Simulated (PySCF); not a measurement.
H8O2SSi4.
Z-matrix (Å and degrees, GFN2-xTB geometry), rows numbered from 1:
```
Si
S   1  2.1540
Si  2  2.1155  1   99.79
O   3  1.6190  2  110.98  1  -135.69
Si  4  1.6524  3  124.14  2   116.62
Si  5  2.3191  4   94.01  3     0.26
O   3  1.6294  2  108.31  1   -22.18
H   1  1.4565  2  108.65  3   -52.11
H   1  1.4577  2  110.03  3    70.60
H   1  1.4546  2  101.56  3  -170.98
H   3  1.4454  2  115.07  1    99.52
H   5  1.4633  4  103.81  3  -121.90
H   5  1.4644  4  103.02  3   121.10
H   6  1.4653  5  120.49  4  -108.30
H   6  1.4648  5  119.75  4   106.92
```

The calculation used TDDFT CAM-B3LYP/def2-SVPD, vertical, gas phase, core orbitals frozen in the response in PySCF.

Question: List the vertical singlet excitations with oscillator strengths and describe the spectrum.

Answer: 

| state | E (eV) | λ (nm) | ν̃ (cm⁻¹) | f | main configurations (H = HOMO, L = LUMO) |
| --- | --- | --- | --- | --- | --- |
| S1 | 6.14 | 202.1 | 49490 | 0.0037 | H→L+1 (50%), H-1→L (18%), H→L (12%) |
| S2 | 6.17 | 200.9 | 49780 | 0.032 | H-1→L (57%), H→L+1 (21%), H-2→L (13%) |
| S3 | 6.50 | 190.9 | 52400 | 0.024 | H→L (58%), H→L+2 (12%), H→L+5 (10%) |
| S4 | 6.81 | 182.2 | 54890 | 0.027 | H→L+5 (42%), H→L+2 (18%), H→L (13%) |
| S5 | 6.89 | 180.0 | 55550 | 0.0004 | H-2→L (48%), H-4→L (18%), H-3→L (11%) |
| S6 | 6.97 | 177.9 | 56220 | 0.0014 | H-3→L (61%), H-2→L (9%) |
| S7 | 7.09 | 174.9 | 57160 | 0.0004 | H→L+6 (37%), H→L+3 (9%), H→L+12 (9%) |
| S8 | 7.35 | 168.7 | 59270 | 0.0065 | H→L+2 (26%), H→L+8 (11%), H-1→L+2 (10%) |

Triplets, Tamm–Dancoff:

| state | E (eV) | λ (nm) | main configurations (H = HOMO, L = LUMO) |
| --- | --- | --- | --- |
| T1 | 5.50 | 225.3 | H-1→L (74%), H-2→L (18%) |
| T2 | 5.80 | 213.6 | H→L+1 (71%) |
| T3 | 6.27 | 197.9 | H-1→L+2 (36%), H-1→L+3 (21%), H-2→L+2 (9%) |

The lowest singlet comes at 202 nm (592 kJ/mol) in the ultraviolet; it is very weak; its leading configuration is HOMO→LUMO+1 (50%). The strongest level in the table is S2 at 6.17 eV (201 nm, f = 0.032). Löwdin shares by element: HOMO sulfur 71%, silicon 18% or more; LUMO silicon 57% or more, oxygen 11% (atoms not listed hold the other 32%). The oscillator strengths of these states sum to 0.096; summed over the whole spectrum of an exact calculation they would give the number of electrons, 96 (Thomas–Reiche–Kuhn). Weighted by f, the mean energy of these states is 6.53 eV. Of the 8 states listed, 3 reach f = 0.01 and 2 stay under 0.0005. Only the lowest 8 singlets were computed, as vertical energies without vibronic structure.

One conformer stands for the species.
